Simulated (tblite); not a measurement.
Isomers of C4H13P3. Computed values, GFN2-xTB/tblite, gas phase, harmonic and unscaled. Against measured fundamentals such values can be off by several per cent, at times by over 20. Modes of hydrogen on phosphorus can be 10 to 20 % off. One conformer each.

Electronic energies: GFN2-xTB at the same geometries; isomer energies are rough at this level and their order can be wrong.

| SMILES | electronic energy, lowest = 0 (kJ/mol) |
| --- | --- |
| CC(C)(C)PPP | 2.6 |
| CP(CP)CCP | 131.0 |
| CPCP(C)CP | 135.6 |
| CC(C)(C)P(P)P | 0.0 |
| CCCP(P)CP | 72.2 |

**Question.** How do GFN2-xTB zero-point energies change the relative energies?

**Answer.** 
```csv
SMILES,ZPE (kJ/mol),of it from modes above 1550 cm⁻¹,electronic (kJ/mol),"with ZPE, lowest = 0 (kJ/mol)",lowest mode (cm⁻¹),rings
CC(C)(C)P(P)P,411.3,216.2,0.0,0.0,40,0
CC(C)(C)PPP,412.0,215.9,2.6,3.3,21,0
CCCP(P)CP,410.5,214.2,72.2,71.4,31,0
CP(CP)CCP,404.5,213.8,131.0,124.2,42,0
CPCP(C)CP,405.9,218.2,135.6,130.2,13i,0
```

The zero-point energies span 7.5 kJ/mol, from `CP(CP)CCP` to `CC(C)(C)PPP`. Slightly imaginary modes are left out of the zero-point energy: `CPCP(C)CP` 12.6i cm⁻¹. The order is unchanged.

**Question.** What do entropy and thermal enthalpy add at 298.15 K and 1 bar (rigid rotor, harmonic oscillator, one conformer each)?

**Answer.** 
```json
{"SMILES": "CC(C)(C)P(P)P", "point group": "C1", "symmetry number": "1", "S (J/(mol K))": "438.0", "H − H(0) (kJ/mol)": "33.16", "ZPE + H − H(0) − TS (kJ/mol)": "313.9"}
{"SMILES": "CCCP(P)CP", "point group": "C1", "symmetry number": "1", "S (J/(mol K))": "443.7", "H − H(0) (kJ/mol)": "32.40", "ZPE + H − H(0) − TS (kJ/mol)": "310.6"}
{"SMILES": "CP(CP)CCP", "point group": "C1", "symmetry number": "1", "S (J/(mol K))": "443.7", "H − H(0) (kJ/mol)": "32.66", "ZPE + H − H(0) − TS (kJ/mol)": "304.8"}
```

Not tabulated: `CC(C)(C)PPP` (lowest mode only 21 cm⁻¹); `CPCP(C)CP` (lowest mode only 13i cm⁻¹).
